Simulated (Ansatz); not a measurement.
Ansatz (a program for electronic structure) input:

Ansatz 0.2 input:
```yaml
crystal:
  periodic: [false, false, false]
  atoms:
    - {symbol: C, position_ang: [1.20993766, 1.55704865, -0.02012093]}
    - {symbol: C, position_ang: [0.47027911, 0.60519436, -0.00782061]}
    - {symbol: Si, position_ang: [-0.64956681, -0.83591672, 0.01080212]}
    - {symbol: H, position_ang: [1.86266867, 2.39703733, -0.03097566]}
    - {symbol: H, position_ang: [-0.02736337, -1.92954694, 0.78731950]}
    - {symbol: H, position_ang: [-0.89001830, -1.28716499, -1.37653400]}
    - {symbol: H, position_ang: [-1.93265227, -0.45094935, 0.63660977]}
basis:
  gaussian:
    orbitals: def2-TZVPD
hamiltonian:
  xc: {name: BHLYP}
magnetization: {spin_polarized: true, initial_magnetization: 2}
```

Question: Which total energy does the run end on?

Answer: -367.84244 Eh (BHLYP/def2-TZVPD). The basis has 153 functions.

This state (charge 0, triplet) is run at the relaxed geometry of the species with charge 0 and multiplicity 1, and is a spin state other than that species' own.
